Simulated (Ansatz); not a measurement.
Consider the silylene formation by 1,1-elimination: `[NH2][GeH2][SiH](N)O` → `[NH2][GeH2][OH]` + `N[SiH]`.

Program: Ansatz. Geometries: PBE0-D4/def2-TZVP. ΔE: electronic, gas phase. CBS: MP2 limit from def2 TZ/QZ plus the TZ coupled-cluster correction, frozen cores. This one scheme is used for every species. DFT in def2-TZVPP. For Ge outer-core shells are correlated without core-valence functions, which leaves a few kJ/mol of doubt a bond. Scalar relativity is left out up to krypton. One conformer a species, not always the lowest.

`[NH2][GeH2][SiH](N)O`:

```xyz
13

N     1.595   -1.850   -0.554
Ge    1.032   -0.644    0.729
Si   -0.412    0.889   -0.369
N    -1.392    1.694    0.774
O    -1.185   -0.109   -1.443
H     2.054   -2.672   -0.186
H     0.832   -2.147   -1.149
H     0.289   -1.310    1.923
H     2.294    0.015    1.319
H     0.266    1.989   -1.110
H    -1.879    1.218    1.514
H    -1.723    2.634    0.639
H    -1.771    0.293   -2.087
```

`[NH2][GeH2][OH]`:

Z-matrix (Å, degrees):
```
Ge
O 1 1.780
N 1 1.819 2 104.8
H 1 1.538 2 111.2 3 -115.1
H 1 1.549 2 106.5 3 123.0
H 2 0.959 1 112.2 3 -147.4
H 3 1.009 1 115.8 2 -150.0
H 3 1.009 1 117.0 2 77.3
```

`N[SiH]`:

Z-matrix (Å, degrees):
```
N
Si 1 1.707
H 1 1.008 2 126.3
H 1 1.008 2 121.7 3 -180.0
H 2 1.532 1 94.1 3 -0.0
```

```
             level  ΔE (eV)  difference from CCSD(T)/CBS
            PBE-D4     2.44                        -0.01
         r2SCAN-D4     2.58                         0.13
           ωB97M-V     2.38                        -0.07
            r2SCAN     2.55                         0.10
     HF/def2-TZVPP     2.23                        -0.22
SCS-MP2/def2-TZVPP     2.37                        -0.08
   CCSD/def2-TZVPP     2.34                        -0.11
CCSD(T)/def2-TZVPP     2.35                        -0.10
     HF/def2-QZVPP     2.23                        -0.22
SCS-MP2/def2-QZVPP     2.42                        -0.03
       CCSD(T)/CBS     2.45                            0
```

Largest T1 diagnostic among the species: 0.015.

From PBE to PBE0 (25 % exact exchange), in def2-TZVPP and without D4, ΔE moves by +0.14 eV. The D4 term adds +0.18 eV with B3LYP and +0.10 eV with PBE0; it sums over pairs of atoms, weighted by their polarisabilities, and B3LYP, whose exchange is more repulsive, gets the larger term. In def2-TZVPP, CCSD(T) changes the Hartree–Fock value by +0.12 eV (the triples alone add +0.01 eV) and MP2 by +0.27 eV.

B3LYP here is the variant with VWN-RPA as its local correlation; programs differ in this.
